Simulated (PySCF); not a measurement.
Sn(F)2(OH)(NH2), H₃F₂NOSn, SMILES [Sn]([F])([OH])([F])[NH2], PBE0/def2-SVP optimised geometry.

```
8

N     -1.23     0.57     0.00
Sn    -0.44    -1.27     0.00
O     -1.12    -2.32     1.50
F      1.49    -1.27     0.00
F     -0.81    -2.21    -1.63
H     -1.49     0.87     0.94
H     -0.60     1.27    -0.40
H     -0.93    -3.26     1.40
```

Density from PBE0/def2-TZVP, def2 effective core potentials past Kr (PySCF) at that geometry. The core electrons that the potentials of Sn replace are not part of the density.

Minimum of the electron density along straight lines between bonded atoms, close to the bond critical point (lines longer than 1.1 times the sum of covalent radii, or with two minima, are not listed):

```json
[
 {"bond": "N1–Sn2", "length / Å": "1.999", "ρ at the minimum / e bohr⁻³": "0.127", "∇²ρ there / e bohr⁻⁵": "0.34", "position (fraction from the first atom)": "0.49"},
 {"bond": "Sn2–O3", "length / Å": "1.954", "ρ at the minimum / e bohr⁻³": "0.127", "∇²ρ there / e bohr⁻⁵": "?", "position (fraction from the first atom)": "0.51"},
 {"bond": "Sn2–F4", "length / Å": "1.929", "ρ at the minimum / e bohr⁻³": "0.120", "∇²ρ there / e bohr⁻⁵": "0.59", "position (fraction from the first atom)": "0.52"},
 {"bond": "Sn2–F5", "length / Å": "1.922", "ρ at the minimum / e bohr⁻³": "0.123", "∇²ρ there / e bohr⁻⁵": "0.60", "position (fraction from the first atom)": "0.52"},
 {"bond": "N1–H6", "length / Å": "1.019", "ρ at the minimum / e bohr⁻³": "0.328", "∇²ρ there / e bohr⁻⁵": "-1.60", "position (fraction from the first atom)": "0.74"},
 {"bond": "N1–H7", "length / Å": "1.019", "ρ at the minimum / e bohr⁻³": "0.329", "∇²ρ there / e bohr⁻⁵": "-1.60", "position (fraction from the first atom)": "0.74"},
 {"bond": "O3–H8", "length / Å": "0.966", "ρ at the minimum / e bohr⁻³": "0.353", "∇²ρ there / e bohr⁻⁵": "?", "position (fraction from the first atom)": "0.81"}
]
```

Question: Some entries are withheld; supply them.

Answer: 
- Sn2–O3, ∇²ρ there / e bohr⁻⁵: 0.50
- O3–H8, ∇²ρ there / e bohr⁻⁵: -2.38
